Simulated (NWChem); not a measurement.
SnBr cation, singlet; SMILES [Br][Sn+]

Computed with NWChem. Low-valent species are run as closed-shell singlets; no triplet was tried in these runs. Structure relaxed at the PBE0/def2-SVP level. def2 effective core potentials on Sn; no spin-orbit coupling. Vertical excitations in the gas phase; the lowest state need not have the same character in each row.

For level CAM-B3LYP/def2-SVP, full TDDFT:

| Item | Value |
|---|---|
| lowest excitation, singlet (eV) | 4.05 |
| orbital gap (eV) | 7.59 |

Question: Estimate the same quantities for level B3LYP/def2-SVP, full TDDFT.

Answer: 
| Quantity | Value |
|---|---|
| lowest excitation, singlet (eV) | 3.76 |
| orbital gap (eV) | 4.94 |
